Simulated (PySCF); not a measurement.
I2Sn, neutral, multiplicity 1. Atoms are numbered in the order given.

```xyz
3

Sn     0.0000     0.0000     1.1994
I      0.0000     2.1387    -0.5657
I      0.0000    -2.1387    -0.5657
```

Coordinates come from a B3LYP-D3(BJ)/def2-SVP optimisation. The isomer is the one that the SMILES or the coordinates give; other isomers of the formula were not compared. The def2 effective core potentials stand for the cores of I, Sn; spin–orbit coupling is left out.

Method: PySCF with M06-2X/def2-TZVPD.

Gas-phase values at a fixed geometry.

Computed frontier levels, gap, dipole moment and polarisability:
```
Property                                                                                                          Value
---------------------------------------------------------------------------------------------  ------------------------
highest occupied level                                                                                         -8.24 eV
lowest empty level                                                                                             -2.62 eV
orbital gap                                                                                                     5.61 eV
dipole moment                                                                                                    3.06 D
quadrupole, principal values (traceless, Buckingham form, about the centre of nuclear charge)     -9.56, 4.25, 5.31 D·Å
mean static polarisability                                                                       122.1 bohr³ (18.09 Å³)
polarisability, principal values                                                               85.1, 117.3, 163.7 bohr³
```
